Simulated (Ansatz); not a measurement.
`[Cl][Al]([Cl])[Cl]` + `CCO` → `CC[O][Al]([Cl])[Cl]` + HCl at 600 K and 1 bar (ligand exchange at the Al–Cl bond).

Calculated with Ansatz (gas phase, PBE0-D4/def2-TZVP geometries, no zero-point term in ΔE). CCSD(T)/CBS is the MP2 limit (def2-TZVPP, def2-QZVPP) plus CCSD(T) − MP2 in def2-TZVPP, frozen cores. This one scheme is used for every species. One conformer a species, not always the lowest.

```tsv
species	CCSD(T)/CBS energy (Eh)	H − E (kJ/mol)	S (J/(mol·K))
`[Cl][Al]([Cl])[Cl]`	-1621.56364	52.2	366.8
`CCO`	-154.88256	250.6	328.9
`CC[O][Al]([Cl])[Cl]`	-1316.05723	262.6	501.7
HCl	-460.38127	35.4	207.2
```

H − E and S are ideal-gas, rigid-rotor, harmonic terms from PBE0-D4/def2-TZVP, for one conformer and one mirror image of each species. 1 Eh = 2625.50 kJ/mol, R = 8.31446 J/(mol·K).

By hand: ΔE, ΔH, ΔS and ΔG.

ΔE = (-1316.05723) + (-460.38127) − (-1621.56364) − (-154.88256) = 0.00770 Eh = 20.2 kJ/mol. Δ(H − E) = 262.6 + 35.4 − 52.2 − 250.6 = -4.8, so ΔH = 15.4 kJ/mol. ΔS = 501.7 + 207.2 − 366.8 − 328.9 = 13.2 J/(mol·K). ΔG = 15.4 − 600 × (13.2)/1000 = 7.5 kJ/mol.

By hand: the equilibrium constant, and the temperature at which ΔG would vanish if ΔH and ΔS stayed fixed.

log₁₀ K = −ΔG/(RT ln 10) = -0.7. ΔG = 0 at ΔH/ΔS = 1167 K, though so small a ΔS makes that figure unsure.

TΔS isn't small against ΔH here. A doubt of 5 kJ/mol in ΔE shifts log₁₀ K by 0.4 here. Other conformers and mirror images would add mixing entropy, several J/(mol·K) or more a flexible species. Modes under 60 cm⁻¹, often nearly free rotors, make the harmonic entropy too high. These are equilibria of isolated gas molecules and say nothing of rates. Largest T1 diagnostic: 0.010 (customary marks: 0.02 for closed shells, 0.045 for open ones).
